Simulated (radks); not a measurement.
Results of a calculation; reference values are marked as such.
Q: Ionisation of the germanium ion Ge2+, [Ar] 3d10 4s2, to Ge3+, [Ar] 3d10 4s1, under several functionals. Scalar-relativistic Kohn-Sham, spin-polarised, spherical densities, point nucleus; open shells are filled with parallel spins first; a radial shooting solver on a logarithmic mesh with Libxc functionals. Known Delta-SCF values: XLYP 34.686 eV; exchange-only B88 33.466 eV; Wu-Cohen GGA 34.342 eV. What does SOGGA give, and what is its highest occupied eigenvalue?

A: 34.167 eV by Delta-SCF; the 4s eigenvalue is -29.128 eV. NIST: 34.058 eV (measured).
